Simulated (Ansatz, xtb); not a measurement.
# Relative energy of two conformers of Cl3GaH4OSi

We compare I, `Cl[SiH2][OH+][GaH-]([Cl])[Cl]`, a singlet, with II, `Cl[SiH2][OH+][GaH-]([Cl])[Cl]`, a singlet. Both are isolated molecules in the gas phase, relaxed with PBE0-D4/def2-SVP.

I (Å):

```yaml
atoms:
  - { symbol: Cl, position_ang: [1.9856, -1.8987, -0.8122] }
  - { symbol: Cl, position_ang: [1.7930, 3.9158, -0.5287] }
  - { symbol: Cl, position_ang: [-1.4333, 2.2011, -0.5953] }
  - { symbol: Ga, position_ang: [0.3714, 2.6670, 0.5496] }
  - { symbol: O, position_ang: [1.3604, 0.9328, -0.0442] }
  - { symbol: Si, position_ang: [0.5661, -0.4126, -0.7577] }
  - { symbol: H, position_ang: [0.1719, -0.1072, -2.1478] }
  - { symbol: H, position_ang: [-0.5118, -0.7707, 0.1820] }
  - { symbol: H, position_ang: [2.1737, 1.2439, -0.4754] }
  - { symbol: H, position_ang: [0.3130, 2.6749, 2.0976] }
```

II (Å):

```xyz
10

Cl   -0.1538   -1.5536   -1.3777
Cl   -0.5849    3.2309   -2.6723
Cl   -3.0520    0.9823   -1.1753
Ga   -1.6143    2.5781   -0.8597
O     0.0230    1.3504   -0.3954
Si    0.0168   -0.2550    0.1893
H    -1.1350   -0.3204    1.1092
H     1.3317   -0.4760    0.8374
H     0.6569    1.5814   -1.0963
H    -1.7795    3.5520    0.3357
```

Which of the two would you expect CCSD(T)/def2-SVP + ΔMP2/def2-TZVPP electronic energies to favour?

CCSD(T)/def2-SVP + ΔMP2/def2-TZVPP gives E(II) − E(I) = +2.99 kJ/mol, slightly favouring structure I, which is too small a margin to settle the true order.

How the difference moves with the method:

| level | geometry | E(II) − E(I) (kJ/mol) | departure from the last row (kJ/mol) | job, with rough time for the two |
| --- | --- | --- | --- | --- |
| PBE0-D4/def2-SVP | PBE0-D4/def2-SVP | +3.91 | +0.91 | optimisation, 4.6 min |
| HF/def2-SVP | PBE0-D4/def2-SVP | +4.06 | +1.07 | part of the CCSD(T) run |
| MP2/def2-SVP | PBE0-D4/def2-SVP | +2.48 | −0.52 | part of the CCSD(T) run |
| CCSD(T)/def2-SVP | PBE0-D4/def2-SVP | +2.43 | −0.57 | single point |
| CCSD(T)/def2-SVP + ΔMP2/def2-TZVPP | PBE0-D4/def2-SVP | +2.99 |  | single point, 1.7 min |

The largest departure from CCSD(T)/def2-SVP + ΔMP2/def2-TZVPP is that of HF/def2-SVP, 1.07 kJ/mol. A small imaginary or near-zero mode remains, so no thermal terms are given. Levels run at GFN2-xTB geometries aren't shown. The last row adds to CCSD(T) the change of the MP2 difference between the two basis sets, here +0.57 kJ/mol.

The correlated steps freeze 30 core orbitals; the filled d shell of Ga is correlated, in a basis made for valence electrons. Codes used: Ansatz 0.2.0, xtb 6.7.1; the last row on 2 threads of AMD EPYC 7R43 64-Core Processor (Zen 3) on a shared host.
